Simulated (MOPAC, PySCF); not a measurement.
C4H6OSi, SMILES `OC1=C[SiH2]C=C1` (H–O–C–C torsion 0°), neutral singlet in the gas phase. 

Cartesian coordinates (Å):
```xyz
12

O      2.3497     0.4153     0.2102
C      1.0410     0.1149     0.0858
C      0.4802    -1.0982    -0.0785
Si    -1.3394    -0.8104    -0.1796
C     -1.1635     1.0394     0.0225
C      0.1450     1.2890     0.1418
H      2.8639    -0.3969     0.1639
H      1.0584    -2.0120    -0.1307
H     -2.1327    -1.4434     0.9102
H     -1.9615    -1.1990    -1.4755
H     -1.9074     1.8249     0.0496
H      0.5888     2.2718     0.2743
```
Charge 0, spin multiplicity 1.

All levels are single points at this geometry (PBE0-D4/def2-TZVP); Pople sets use spherical d functions. Orbital energies aren't observables, and empty levels follow the basis.

B3LYP/6-31G* in PySCF gives dipole (D) = 1.06.

Q: Estimate the dipole (D) from each of these levels: PBE0-D4/def2-TZVP in PySCF; B3LYP/6-311+G** in PySCF; M06-2X/6-31G* in PySCF; PBE/6-31G* in PySCF; AM1 in MOPAC.

A: 
```tsv
level	dipole (D)
PBE0-D4/def2-TZVP in PySCF	1.03
B3LYP/6-311+G** in PySCF	0.90
M06-2X/6-31G* in PySCF	0.97
PBE/6-31G* in PySCF	1.19
AM1 in MOPAC	0.68
```
